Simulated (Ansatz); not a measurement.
Total energies of C3H6BBr.

```xyz
11

B    -0.8405   -0.1941    0.4441
C    -0.2959    0.9355   -0.8001
C     0.6046   -0.1075   -0.5266
C     0.8716   -0.4196    0.8168
Br    0.8334   -1.4632   -1.8281
H    -1.4773   -1.1420    0.1095
H    -1.2027    0.5338    1.3159
H    -0.1641    1.8811   -0.2892
H    -0.7467    0.9792   -1.7814
H     1.1244    0.3854    1.4954
H     1.2932   -1.3886    1.0437
```

The species carries charge 0 and has multiplicity 1. Correlated methods include outer-core shells of Br, which these sets cover unevenly. Scalar relativity is left out up to krypton. The bonds changed during the relaxation, so this is another structure than the one it started from. The structure was optimised at the PBE0-D4/def2-TZVP level. It is one conformer, not always the lowest. Basis def2-TZVPP, Ansatz.

RPA on PBE orbitals: Hartree–Fock energy of these orbitals -2714.12343 Eh, correlation -1.44326 Eh (frozen core).

```json
{"functional": "BHLYP", "kind": "global hybrid, 50 %", "energy without D4 (Eh)": "-2716.82827", "D4 term (kJ/mol)": "-29.7"}
{"functional": "CAM-B3LYP", "kind": "range-separated hybrid", "energy without D4 (Eh)": "-2716.96616", "D4 term (kJ/mol)": "-20.7"}
```

**Question.** Give the same for LDA (SPW92), PBE, revPBE, BLYP, r2SCAN, B97M-V, PBE0, B3LYP, r2SCANh, r2SCAN0, HSE06 (plane-wave form), LC-ωPBE, ωB97X-V, ωB97M-V, B2PLYP, PBE-QIDH. (An estimate is asked.)

**Answer.** The calculation gave: 
```csv
functional,kind,energy without D4 (Eh),D4 term (kJ/mol)
LDA (SPW92),LDA,-2711.99017,–
PBE,GGA,-2716.34572,-24.5
revPBE,GGA,-2716.67387,-78.5
BLYP,GGA,-2716.87735,-55.1
r2SCAN,meta-GGA,-2716.83181,-5.8
B97M-V,meta-GGA with VV10,-2716.49128,–
PBE0,"global hybrid, 25 % exact exchange",-2716.45722,-20.5
B3LYP,"global hybrid, 20 %",-2716.96849,-39.8
r2SCANh,"meta-GGA hybrid, 10 %",-2716.82556,-6.1
r2SCAN0,"meta-GGA hybrid, 25 %",-2716.81736,-6.8
HSE06 (plane-wave form),screened hybrid,-2716.45255,-19.0
LC-ωPBE,long-range corrected hybrid,-2716.47856,–
ωB97X-V,range-separated hybrid GGA with VV10,-2716.65991,–
ωB97M-V,range-separated hybrid meta-GGA with VV10,-2716.71558,–
B2PLYP,double hybrid,-2716.41020,–
PBE-QIDH,double hybrid,-2716.12563,–
```

B3LYP takes the VWN-RPA correlation (the form of Gaussian; ORCA's B3LYP/G). HSE06 is the plane-wave form, built on full-range PBE exchange. The double hybrids freeze the cores in their second-order part.

LC-ωPBE has ω = 0.4 bohr⁻¹.
